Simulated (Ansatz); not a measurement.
An input meant for TaSCl3 (charge 0, singlet; atoms displaced at random, 0.15 Å in each coordinate).

```yaml
crystal:
  periodic: [false, false, false]
  atoms:
    - {symbol: Ta, position_ang: [0.202560, -0.199788, -0.099093]}
    - {symbol: S, position_ang: [-0.058266, 0.067666, 2.286786]}
    - {symbol: Cl, position_ang: [2.327342, 0.311300, -0.635492]}
    - {symbol: Cl, position_ang: [-1.297619, 1.904006, -0.970810]}
    - {symbol: Cl, position_ang: [-0.870293, -1.960034, -0.522127]}
basis:
  gaussian: {orbitals: def2-TZVP}
magnetization: {spin_polarized: true, initial_magnetization: 1}
hamiltonian: {xc: {name: wB97X}}
scf: {lower_state_search: light}
output: {forces: true}
```

```sh
$ ansatz run in.yaml --threads 4 --pin off --events-out ev --progress --plain --max-ram 3916MiB
```

It prints (some lines left out):

```
Error: a molecule whose nuclei and cores have a total charge of 80 cannot have a net charge of 0 together with 1 unpaired electrons
```

(1) Something in this input is off. What?

## Answers

(1) The number of unpaired electrons doesn't fit the electron count. The program refused the input.
